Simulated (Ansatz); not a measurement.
C2H8SSi, SMILES `CCS[SiH3]`, relaxed with RKS PBE0-D4/def2-TZVP in Ansatz 0.2.0 from a PBE-D4/def2-SVP geometry. The force threshold is 0.005 eV/Å; the program also tests the step.

The species carries charge 0 and has multiplicity 1.

Start:

```xyz
12

C     1.137   -0.434   -1.754
C     0.652   -0.120   -0.343
S    -1.173    0.207   -0.370
Si   -1.529    0.473    1.733
H     0.630   -1.331   -2.162
H     2.229   -0.628   -1.749
H     0.943    0.412   -2.444
H     1.168    0.775    0.065
H     0.852   -0.970    0.342
H    -3.002    0.732    1.866
H    -1.150   -0.754    2.522
H    -0.754    1.638    2.296
```

| step | energy (eV) | largest force (eV/Å) | largest move (Å) |
| --- | --- | --- | --- |
| 1 | -20909.8012 | 0.549 | 0.000 |
| 2 | -20909.8473 | 0.192 | 0.047 |
| 3 | -20909.8514 | 0.059 | 0.015 |
| 4 | -20909.8517 | 0.029 | 0.009 |
| 5 | -20909.8518 | 0.009 | 0.020 |
| 6 | -20909.8519 | 0.002 | 0.010 |
| 7 | -20909.8519 | 0.005 | 0.017 |
| 8 | -20909.8519 | 0.007 | 0.011 |
| 9 | -20909.8519 | 0.003 | 0.003 |

End:

```xyz
12

C     1.129   -0.415   -1.733
C     0.629   -0.147   -0.328
S    -1.174    0.150   -0.365
Si   -1.510    0.474    1.706
H     0.644   -1.294   -2.162
H     2.207   -0.591   -1.721
H     0.930    0.436   -2.389
H     1.120    0.731    0.096
H     0.830   -1.001    0.323
H    -2.960    0.742    1.861
H    -1.124   -0.719    2.508
H    -0.721    1.634    2.204
```

It took 68 s on 2 threads of a server CPU on a shared host, with 0.48 GiB of host memory at the peak.
